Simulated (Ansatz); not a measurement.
Geometry optimisation, Ansatz 0.2.0, UKS PBE/def2-SVP.

input.yaml

```yaml
crystal:
  periodic: [false, false, false]
  atoms:
    - { symbol: Ti, position_ang: [-0.070896, -0.04432, -0.441713] }
    - { symbol: Cl, position_ang: [0.120213, 0.048325, 3.108503] }
    - { symbol: O, position_ang: [1.678172, -0.168905, -0.702302] }
    - { symbol: H, position_ang: [2.440287, -0.760804, -0.834866] }
    - { symbol: F, position_ang: [-0.798629, 1.521919, -0.772578] }
    - { symbol: F, position_ang: [-1.056326, -1.490528, -0.625944] }
    - { symbol: F, position_ang: [-0.099122, -0.057787, 4.6947] }
magnetization:
  spin_polarized: true
  initial_magnetization: 1
basis:
  gaussian: { orbitals: def2-SVP }
hamiltonian:
  xc: pbe
relax:
  f_tol: 0.03
  max_steps: 50
```

Command:

```bash
$ ansatz run input.yaml --threads 4 --pin off --max-ram 5120MiB --backend cpu --events-out ev --progress --plain --runs-dir out
```

Question: Where does it end, and by what steps?

Answer: The run converged. After 27 steps the energy has fallen by 3.606 eV; F7 moved furthest, 2.51 Å. Parted: Cl2–F7 (1.60 → 2.40 Å). Joined: Ti1–Cl2 (3.56 → 2.79 Å), Ti1–F7 (5.14 → 1.83 Å).

| step | energy less start (eV) | largest force component (eV/Å) | accepted |
| --- | --- | --- | --- |
| 0 | 0.0000 | 3.539 | yes |
| 1 | -0.2885 | 3.210 | yes |
| 2 | -0.6580 | 3.525 | yes |
| 3 | -1.2827 | 3.494 | yes |
| 4 | -1.8588 | 0.919 | yes |
| 5 | -1.8913 | 1.001 | yes |
| 6 | -1.9535 | 0.347 | yes |
| 7 | -2.0063 | 0.300 | yes |
| 8 | -2.0533 | 0.264 | yes |
| 9 | -2.0944 | 0.165 | yes |
| 10 | -2.1278 | 0.171 | yes |
| 11 | -2.1648 | 0.157 | yes |
| 12 | -2.2130 | 0.216 | yes |
| 13 | -2.2814 | 0.309 | yes |
| 14 | -2.3878 | 0.456 | yes |
| 15 | -2.5661 | 0.690 | yes |
| 16 | -2.8384 | 0.950 | yes |
| 17 | -3.1821 | 0.939 | yes |
| 18 | -3.3809 | 0.705 | yes |
| 19 | -3.4536 | 0.724 | yes |
| 20 | -3.4960 | 0.219 | yes |
| 21 | -3.5393 | 0.317 | yes |
| 22 | -3.5837 | 0.296 | yes |
| 23 | -3.5969 | 0.303 | yes |
| 24 | -3.6036 | 0.141 | yes |
| 25 | -3.6054 | 0.085 | yes |
| 26 | -3.6061 | 0.037 | yes |
| 27 | -3.6063 | 0.014 | yes |

```xyz
7
Properties=species:S:1:pos:R:3
Ti -0.131 -0.161 0.520
Cl 1.079 1.396 2.494
O 1.394 -0.308 -0.363
H 2.064 -1.011 -0.445
F -0.977 1.291 0.038
F -1.131 -1.463 -0.088
F -0.084 -0.695 2.272
```

Whether the end is a true minimum wasn't checked by a vibrational analysis.

The run took 63 s on 4 threads of Arm Neoverse V2, with other jobs on the host, peak memory 0.25 GiB.
